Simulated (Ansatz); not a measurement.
A search over several starts for the lowest SCF solution of the cluster TeSe₂ at the given spin, in a small basis.

```yaml
crystal:
  periodic: [false, false, false]
  atoms:
    - {symbol: Se, position_ang: [-0.177581, 1.314800, -0.490069]}
    - {symbol: Se, position_ang: [-1.184997, -0.668779, 0.385897]}
    - {symbol: Te, position_ang: [1.362578, -0.646021, 0.104172]}
basis:
  gaussian: {orbitals: def2-SVP}
magnetization: {spin_polarized: true, initial_magnetization: 0}
hamiltonian: {xc: pbe0, dispersion: d4}
output: {orbitals: {seedname: orbitals}}
```

```sh
$ ansatz run in.yaml --threads 4 --pin off --events-out ev --progress --plain --max-ram 3916MiB
```

Output, abridged:

```
Functional definition: PBE0
947 factors; integrals over basis functions are off by at most 9.3e-4 eV
mean field evaluation 1: about -137961.7257 eV, gradient 5.6e0 eV
mean field evaluation 2: about -137961.6787 eV, gradient 5.0e0 eV
mean field evaluation 4: about -137961.8580 eV, gradient 3.5e-1 eV
mean field evaluation 8: about -137961.8764 eV, gradient 2.2e-2 eV
mean field evaluation 16: about -137961.8764 eV, gradient 8.7e-5 eV
mean field -137961.87644788 eV, -5070.0054455410 hartree, gradient 1.6e-5 eV, S^2 0.000000; 2 other end points of the search recorded, 0 dependent functions left out
reference -137961.87646670 eV, -5070.0054462327 hartree; 46, 46 occupied and 44, 44 virtual orbitals, 947 factors
Total energy: -137962.00318987 eV, -5070.0101032233 hartree
```

Run time 2.4 s (4 threads of Arm Neoverse V1 on a shared host).

In the def2 sets Te takes a core potential; there is no spin–orbit coupling. The structure comes from a short search, and lower isomers may exist.
